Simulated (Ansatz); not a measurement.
A made-up structure of BH₃TeS, closed shell:

```
6
angstrom
B -0.8978 0.3455 -0.9120
Te -0.7209 -0.6576 0.9180
S 1.6545 -0.9899 1.0101
H -2.0098 0.6203 -1.2466
H 2.1190 -2.1583 1.5285
H 1.9030 0.0804 1.7827
```

It is relaxed with PBE-D4/def2-SVP and then PBE0-D4/def2-TZVP (Ansatz 0.2.0). Atoms count as bonded within 1.22 times the sum of their covalent radii (H–H: 0.88 Å). The end point is not checked to be a true minimum.

(1) Does its bonding change? (A judgement: the text doesn't fix the answer.)

## Answers

(1) The calculation gives: Yes. Formed: none; broken: Te2–S3.

Where it ends: The first stage lowers the energy by 3.19 eV in 31 steps. It ends as a complex of BHTe ([BH][Te]) + H₂S:
```
6
angstrom
B -2.0722 0.4558 -0.9214
Te -0.4241 -0.4769 -0.5518
S 2.8616 -1.6290 1.5218
H -3.0795 1.0289 -1.1428
H 1.9058 -1.8342 2.4406
H 2.8563 -0.3044 1.7342
```

Labels in which every atom is bracketed show which atoms are joined, not bond orders.

For scale, one of the runs: PBE0-D4/def2-TZVP relaxation, 136 basis functions, launched by `ansatz run in.yaml --threads 2 --pin off --events-out ev --progress --plain --max-ram 4352MiB`. Hardware: 2 CPU threads of an Arm Neoverse V2, shared host. Wall time about 19 s.
